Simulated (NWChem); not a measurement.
System meant: CH$_{5}$ClOSi; SMILES CO[SiH2]Cl

The following NWChem deck was run.

```
start job
memory heap 200 mb stack 900 mb global 1100 mb
geometry units angstroms noautoz
  Si     0.878598    -0.078286     0.044305
  Cl    -0.493747    -1.628109    -0.042052
  O      0.188385     1.329244    -0.462508
  C     -0.911537     1.965702     0.134834
  H      1.991848    -0.364940    -0.888662
  H      1.323014     0.016069     1.463371
  H     -0.709633     2.233208     1.187948
  H     -1.122854     2.891567    -0.419808
  H     -1.812678     1.329125     0.105089
end
basis spherical
  * library def2-svp
end
dft
  odft
  mult 2
  xc pbe0
  iterations 150
  mulliken
end
task dft energy
```

End of the output:

```
                                 NWChem DFT Module
                                 -----------------

 Summary of "ao basis" -> "ao basis" (spherical)
 ------------------------------------------------------------------------------
       Tag                 Description            Shells   Functions and Types
 ---------------- ------------------------------  ------  ---------------------
 Si                         def2-svp                 8       18   4s3p1d
 Cl                         def2-svp                 8       18   4s3p1d
 O                          def2-svp                 6       14   3s2p1d
 C                          def2-svp                 6       14   3s2p1d
 H                          def2-svp                 3        5   2s1p

 Summary of "ao basis" -> "ao basis" (spherical)
 ------------------------------------------------------------------------------
       Tag                 Description            Shells   Functions and Types
 ---------------- ------------------------------  ------  ---------------------
 Si                         def2-svp                 8       18   4s3p1d
 Cl                         def2-svp                 8       18   4s3p1d
 O                          def2-svp                 6       14   3s2p1d
 C                          def2-svp                 6       14   3s2p1d
 H                          def2-svp                 3        5   2s1p

  number of electrons :                   50
  multiplicity        :                    2
 ------------------------------------------------------------------------
  no. of electrons and multiplicity not compatible                  50
 ------------------------------------------------------------------------
 ------------------------------------------------------------------------
  current input line :
    24: task dft energy
 ------------------------------------------------------------------------
 ------------------------------------------------------------------------
 There is an error in the input file
 ------------------------------------------------------------------------
 For more information see the NWChem manual at https://nwchemgit.github.io

0: no. of electrons and multiplicity not compatible:Received an Error in Communication
```

Can this run be used? If not, why, and what is the fix?

The program refused the input. Cause: the multiplicity doesn't fit the number of electrons (an even count wants an odd multiplicity, and the reverse). This input runs:
```
start job
memory heap 200 mb stack 900 mb global 1100 mb
geometry units angstroms noautoz
  Si     0.878598    -0.078286     0.044305
  Cl    -0.493747    -1.628109    -0.042052
  O      0.188385     1.329244    -0.462508
  C     -0.911537     1.965702     0.134834
  H      1.991848    -0.364940    -0.888662
  H      1.323014     0.016069     1.463371
  H     -0.709633     2.233208     1.187948
  H     -1.122854     2.891567    -0.419808
  H     -1.812678     1.329125     0.105089
end
basis spherical
  * library def2-svp
end
dft
  xc pbe0
  iterations 150
  mulliken
end
task dft energy
```
It converges to -865.37471 Ha (PBE0/def2-SVP).
